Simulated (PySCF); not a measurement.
**Er: ionisation energy**

Er [Xe] 4f12 6s2 (high-spin determinant) → Er⁺ [Xe] 4f12 6s1 (high-spin determinant), as a difference of total energies. Calculation: PySCF 2.14, in cc-pVDZ-X2C; scalar relativity by spin-free X2C-1e. Correlated levels: valence: [Kr] 4d10 frozen; valence and next inner shell: [Ar] 3d10 frozen. The calculations carry no spin-orbit coupling.

```json
{"method": "UHF", "ionisation energy (eV)": "5.006"}
{"method": "LDA", "ionisation energy (eV)": "6.439"}
{"method": "PBE", "ionisation energy (eV)": "6.227"}
{"method": "PBE0", "ionisation energy (eV)": "6.048"}
{"method": "r2SCAN", "ionisation energy (eV)": "5.974"}
{"method": "MP2 (valence)", "ionisation energy (eV)": "5.991"}
{"method": "SCS-MP2 (valence)", "ionisation energy (eV)": "5.998"}
{"method": "MP2 (valence and next inner shell)", "ionisation energy (eV)": "6.008"}
{"method": "SCS-MP2 (valence and next inner shell)", "ionisation energy (eV)": "6.007"}
```

Task: How much does correlation contribute at MP2 (valence and next inner shell)?

Result: 6.008 − (5.006) = 1.002 eV, measured against UHF.

Errors of the correlated levels include the incompleteness of this basis and the frozen core.

The determinant of Er and of Er⁺ mixes LS terms, which raises its energy above the lowest term, most at the Hartree-Fock and MP2 levels.

For comparison: 6.108 eV (measured; NIST Atomic Spectra Database, ionization energies).
